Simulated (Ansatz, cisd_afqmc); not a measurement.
System: Pt, charge 0, triplet.

Total energies in def2-TZVPP, 10 correlated electrons, 4 frozen orbitals. UHF or UKS for unpaired electrons; spin-orbit terms are left out. Cores are frozen in correlated methods (noble-gas shells, and filled d and f shells in the p block). Past Kr the def2 sets carry scalar-relativistic core potentials. The Monte Carlo rows (phaseless AFQMC, CISD trial, step 0.005/hartree) carry one-sigma bars that omit the constraint's bias. Outlying blocks are dropped, and bars are widened where a walk drifts. Over all cases where full CI ran beside it in this data, AFQMC minus full CI had a median of +0.1 mEh and passed +0.4 mEh in a tenth of the cases.

```
method         program         energy (Eh)  minus CCSDT(Q) (mEh)
----------  ----------  ------------------  --------------------
HF              Ansatz          -118.39983                297.68
MP2             Ansatz          -118.70281                 -5.30
CCSD            Ansatz          -118.68621                 11.30
CCSD(T)         Ansatz          -118.69780                 -0.29
CCSDT(Q)        Ansatz          -118.69751                  0.00
AFQMC/CISD  cisd_afqmc  -118.6965 ± 0.0004             1.0 ± 0.4
```

Ansatz is an electronic-structure program.
